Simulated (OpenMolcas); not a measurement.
How methods differ on [BF4]− (tetrafluoroborate)

The species is [BF4]− (5 atoms), meant as a singlet with charge -1. As SMILES, `F[B-](F)(F)F`. The shape is that of a PBE0-D4/def2-TZVPD optimisation.

```xyz
5

F    -0.0571   -0.0402    1.4040
B     0.0000    0.0000    0.0001
F     0.9489   -0.9310   -0.4572
F    -1.2625   -0.3191   -0.5297
F     0.3707    1.2903   -0.4172
```

Quantity: the energy change with the F1–B2 bond stretched from 1.406 to 2.108 Å, in eV. The values are calculated.

```csv
level,kind,program,value (eV),less CCSD(T)/aug-cc-pVDZ,CPU time (all runs)
HF/aug-cc-pVDZ (restricted),Hartree–Fock,OpenMolcas,2.40,+0.44,35 s
SVWN5/aug-cc-pVDZ (restricted),LDA,OpenMolcas,2.07,+0.11,76 s
PBE/aug-cc-pVDZ (restricted),GGA,OpenMolcas,1.69,-0.27,88 s
TPSS/aug-cc-pVDZ (restricted),meta-GGA,OpenMolcas,1.78,-0.18,2.3 min
r2SCAN/aug-cc-pVDZ (restricted),meta-GGA,OpenMolcas,1.94,-0.02,2.1 min
PBE0/aug-cc-pVDZ (restricted),global hybrid,OpenMolcas,2.04,+0.08,89 s
B2PLYP/aug-cc-pVDZ (restricted),double hybrid,OpenMolcas,1.92,-0.04,80 s
CCSD(T)/aug-cc-pVDZ (Cholesky decomposition) (restricted),coupled cluster or CI,OpenMolcas,1.96,0.00,36 min
```

Differences are taken from CCSD(T)/aug-cc-pVDZ (Cholesky decomposition) (restricted) for orientation; it has basis-set and higher-order errors of its own. The first shape isn't each level's own minimum. The values span 1.69 to 2.40 eV. CPU times are rough (shared hosts, several kinds of processor and program).
